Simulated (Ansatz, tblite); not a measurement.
Forces on (NaOH)2 ring (Na2O2H2) at its r2SCAN-D4/def2-TZVP geometry. The state is a singlet with charge 0.

The xTB rows come from tblite.

GFN1-xTB (tblite), largest force 0.33 eV/Å:

```xyz
6
positions Å, forces eV/Å
Na   -1.157    0.284    0.764    0.267   -0.066   -0.176
O    -0.613   -1.394   -0.411    0.076    0.173    0.051
Na    1.157   -0.284   -0.764   -0.267    0.066    0.176
O     0.613    1.394    0.411   -0.076   -0.173   -0.051
H    -0.985   -2.240   -0.661   -0.041   -0.093   -0.027
H     0.985    2.239    0.661    0.041    0.093    0.027
```

GFN2-xTB (tblite), largest force 0.63 eV/Å:

```
Na 0.158 -0.039 -0.105
O 0.244 0.555 0.164
Na -0.158 0.039 0.105
O -0.244 -0.555 -0.164
H -0.086 -0.195 -0.057
H 0.086 0.195 0.058
```

r2SCAN-D4/def2-TZVP (Ansatz), largest force 0.00 eV/Å:

```
Na -0.003 0.000 0.001
O -0.001 -0.002 0.000
Na 0.003 0.000 -0.001
O 0.001 0.002 0.001
H 0.000 0.002 0.001
H -0.001 -0.002 -0.001
```
